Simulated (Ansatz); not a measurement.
`B[SiH2]/C=C/O`, relaxed with RKS PBE-D4/def2-SVP in Ansatz from a rough embedded geometry. The force threshold is 0.03 eV/Å; the program also tests the step.

Charge 0, multiplicity 1.

Start:

```xyz
12

B    -1.415   -0.088    1.669
Si    0.443    0.024    1.308
C     0.710    0.520   -0.436
C     0.376   -0.159   -1.498
O     0.576    0.200   -2.767
H    -2.172    0.806    1.493
H    -1.904   -1.149    1.961
H     1.113   -1.247    1.505
H     0.982    1.065    2.212
H     1.199    1.518   -0.621
H    -0.173   -1.152   -1.272
H     0.265   -0.340   -3.554
```

```tsv
step	energy (eV)	largest force (eV/Å)	largest move (Å)
1	-12770.0430	3.519	0.000
2	-12770.4862	1.765	0.124
3	-12770.5876	0.630	0.113
4	-12770.6205	0.372	0.053
5	-12770.6530	0.136	0.200
6	-12770.6732	0.307	0.198
7	-12770.6874	0.442	0.179
8	-12770.7121	0.387	0.144
9	-12770.7340	0.395	0.197
10	-12770.7688	0.396	0.191
11	-12770.8202	0.370	0.196
12	-12770.9075	0.271	0.196
13	-12770.9637	0.320	0.193
14	-12770.9761	0.497	0.097
15	-12770.9888	0.198	0.033
16 (rejected)	-12770.9793	0.234	0.159
17	-12770.9972	0.110	0.079
18	-12771.0043	0.114	0.098
19	-12771.0105	0.225	0.133
20	-12771.0171	0.154	0.049
21	-12771.0247	0.224	0.095
22	-12771.0295	0.246	0.128
23	-12771.0339	0.129	0.059
24 (rejected)	-12771.0307	0.358	0.041
25	-12771.0362	0.027	0.020
```

End:

```xyz
12

B    -0.937    0.055    0.550
Si    0.706   -0.050    1.698
C     0.687    0.479   -0.088
C     0.113   -0.258   -1.125
O    -0.271    0.364   -2.271
H    -1.767    0.935    0.481
H    -1.282   -1.115    0.502
H     1.311   -1.390    1.992
H     1.271    1.055    2.535
H     0.731    1.567   -0.276
H     0.172   -1.359   -1.163
H    -0.734   -0.282   -2.836
```

It took 25 s on 4 threads of an Arm Neoverse V2 on a shared host, with 0.16 GiB of host memory at the peak.
